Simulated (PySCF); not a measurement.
## Radial density of Ge⁺ (germanium, charge +1)

UHF, [Ar] 3d10 4s2 4p1, 2P determinant. Computed with PySCF 2.14 in x2c-TZVPall, with scalar relativity by spin-free X2C-1e.

```csv
r (bohr),4πr²ρ (e/bohr),4πr²(ρα − ρβ)
0.000739,0.2483,0.0000
0.00124,0.6164,0.0000
0.00209,1.521,0.0000
0.00352,3.644,0.0000
0.00591,8.224,-0.0001
0.00995,16.84,-0.0001
0.0167,29.32,0.0001
0.0281,38.90,0.0017
0.0473,35.81,0.0080
0.0796,32.41,0.0210
0.134,45.05,0.0201
0.225,33.10,-0.0105
0.379,24.19,0.0290
0.637,25.96,0.0112
1.07,7.621,0.0618
1.80,2.138,0.4280
3.03,0.6599,0.2909
5.10,0.05015,0.0361
8.58,0.0001950,0.0002
```

Densities and radii are taken from the X2C orbitals without a picture-change correction, which distorts them close to the nucleus.

**Question.** Where is the radial spin density 4πr²(ρα − ρβ) most negative, and why is it negative at all?

**Answer.** Around r = 0.225 bohr, down to -0.0105 e/bohr: exchange with the open shell polarises the paired shells in an unrestricted calculation.
